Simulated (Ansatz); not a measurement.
Cost and result for the atomization energy of `N=C1N[SiH2]S1` (9 atoms, 9 bonds).

```xyz
9

N    -0.1310    0.2634   -2.1727
C    -0.1776    0.2041   -0.9207
N     0.6767   -0.5026   -0.1012
Si    0.0262   -0.1304    1.4594
S    -1.3358    0.9894    0.2583
H    -0.8594    0.8434   -2.5718
H     1.4248   -1.0370   -0.5126
H     0.9154    0.6483    2.3541
H    -0.5393   -1.2786    2.2072
```

The species carries charge 0 and has multiplicity 1. The geometry is a stationary point of PBE0-D4/def2-TZVP. It is one conformer, not always the lowest. Program: Ansatz. All runs use 4 threads of an Arm Neoverse V1 on a shared host. Times are those of one run each, without the atoms' runs, and a repeat can differ threefold. Electronic energies, without spin–orbit coupling; frozen cores. CCSD(T)/CBS adds CCSD(T) − MP2 in def2-TZVPP to the MP2 limit, and its time is that of the two runs behind it. T1 = 0.015. B3LYP takes the VWN-RPA correlation (the form of Gaussian; ORCA's B3LYP/G).

CCSD(T)/CBS is a level of theory with its own doubt, some kJ/mol a heavy atom from the limit and from the frozen cores, so smaller differences don't rank the functionals.

```tsv
level	functions	wall time
PBE-D4/def2-TZVPP (with forces)	233	2.8 s
PBE0-D4/def2-TZVPP	233	4 s
B2PLYP/def2-TZVPP	233	4.7 s
r2SCAN-D4/def2-TZVPP (with forces)	233	4.9 s
B3LYP-D4/def2-TZVPP (with forces)	233	5.5 s
ωB97X-V/def2-TZVPP	233	8 s
ωB97M-V/def2-TZVPP (with forces)	233	11 s
MP2/def2-QZVPP	431	25 s
CCSD(T)/def2-TZVPP	233	85 s
CCSD(T)/CBS(def2)	–	110 s
```

Task: What atomization energy does each give, and how far from CCSD(T)/CBS? (Estimate.)

Result: The calculation gave: 
```json
{"level": "PBE-D4/def2-TZVPP (with forces)", "atomization (kJ/mol)": "3448.3", "difference from CCSD(T)/CBS": "137.0", "per bond": "15.2"}
{"level": "PBE0-D4/def2-TZVPP", "atomization (kJ/mol)": "3346.3", "difference from CCSD(T)/CBS": "35.0", "per bond": "3.9"}
{"level": "B2PLYP/def2-TZVPP", "atomization (kJ/mol)": "3279.4", "difference from CCSD(T)/CBS": "-31.9", "per bond": "-3.5"}
{"level": "r2SCAN-D4/def2-TZVPP (with forces)", "atomization (kJ/mol)": "3328.8", "difference from CCSD(T)/CBS": "17.5", "per bond": "2.0"}
{"level": "B3LYP-D4/def2-TZVPP (with forces)", "atomization (kJ/mol)": "3330.5", "difference from CCSD(T)/CBS": "19.2", "per bond": "2.1"}
{"level": "ωB97X-V/def2-TZVPP", "atomization (kJ/mol)": "3353.3", "difference from CCSD(T)/CBS": "42.0", "per bond": "4.7"}
{"level": "ωB97M-V/def2-TZVPP (with forces)", "atomization (kJ/mol)": "3346.8", "difference from CCSD(T)/CBS": "35.5", "per bond": "4.0"}
{"level": "MP2/def2-QZVPP", "atomization (kJ/mol)": "3344.5", "difference from CCSD(T)/CBS": "33.2", "per bond": "3.7"}
{"level": "CCSD(T)/def2-TZVPP", "atomization (kJ/mol)": "3185.3", "difference from CCSD(T)/CBS": "-126.0", "per bond": "-14.0"}
{"level": "CCSD(T)/CBS(def2)", "atomization (kJ/mol)": "3311.3", "difference from CCSD(T)/CBS": "0.0", "per bond": "0.0"}
```

In def2-TZVPP, CCSD(T) changes the Hartree–Fock value by +1021.0 kJ/mol (the triples alone add +78.3 kJ/mol) and MP2 by +1105.2 kJ/mol; breaking electron pairs costs correlation energy, which Hartree–Fock lacks. From PBE to PBE0 (25 % exact exchange), in def2-TZVPP and without D4, the atomization energy moves by −98.1 kJ/mol: exact exchange takes away binding that semilocal exchange gives to molecules. The D4 term adds +40.0 kJ/mol with B3LYP and +20.5 kJ/mol with PBE0; it sums over pairs of atoms, weighted by their polarisabilities, and B3LYP, whose exchange is more repulsive, gets the larger term.
